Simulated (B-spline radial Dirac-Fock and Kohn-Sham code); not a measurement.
Level of theory: relativistic Hartree-Fock (Dirac-Fock) wave functions, averaged over the configuration; a radial finite-basis atomic code.

Q: This computed X-ray form factor belongs to an atom or ion in its tabulated ground configuration. Which?

| sin θ/λ (Å⁻¹) | f₀ |
| --- | --- |
| 0.2 | 28.715 |
| 0.3 | 28.366 |
| 0.35 | 28.142 |
| 0.5 | 27.296 |
| 0.9 | 24.049 |
| 1 | 23.096 |
| 1.6 | 17.215 |
| 3.5 | 6.563 |
| 6 | 3.800 |

A: Ta⁴⁴⁺, with 29 electrons in [Ar] 3d10 4s1. f₀ tends to the number of electrons as s goes to zero, which the first rows give only roughly, and the rate of fall reflects the nuclear charge, 73.
